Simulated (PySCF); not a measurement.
PySCF 2.14 output of an unrestricted B3LYP calculation on a single atom or ion in x2c-TZVPPall with one added diffuse shell each of s, p, d, f type (9s7p5d3f, 76 functions), with the spin-free X2C one-electron Hamiltonian (Gaussian nucleus):

```
SCF conv_tol = 1e-09
number electrons alpha = 27  beta = 27
    P. J. Stephens, F. J. Devlin, C. F. Chabalowski, and M. J. Frisch.,  J. Phys. Chem. 98, 11623 (1994)
cycle= 1 E= -7446.52696098846  delta_E= -0.00851  |g|= 0.0309  |ddm|= 0.298
cycle= 2 E= -7446.52708454072  delta_E= -0.000124  |g|= 0.0225  |ddm|= 0.0704
cycle= 3 E= -7446.52722470123  delta_E= -0.00014  |g|= 0.00506  |ddm|= 0.0339
cycle= 4 E= -7446.52722754995  delta_E= -2.85e-06  |g|= 0.000336  |ddm|= 0.00284
cycle= 5 E= -7446.52722762409  delta_E= -7.41e-08  |g|= 1.34e-05  |ddm|= 0.000789
cycle= 6 E= -7446.52722762416  delta_E= -7.46e-11  |g|= 8.61e-08  |ddm|= 3.25e-05
converged SCF energy = -7446.52722762416  <S^2> = -2.4868996e-14  2S+1 = 1
```

The run itself started from symmetry-adapted Hartree-Fock orbitals and held the occupation by maximum overlap, on a logarithmic radial grid, so the iterations belong to that start.

Question: Which element, charge and spin multiplicity is this?

Answer: Xe (xenon, neutral), multiplicity 1; the state was [Xe], closed-shell 1S.
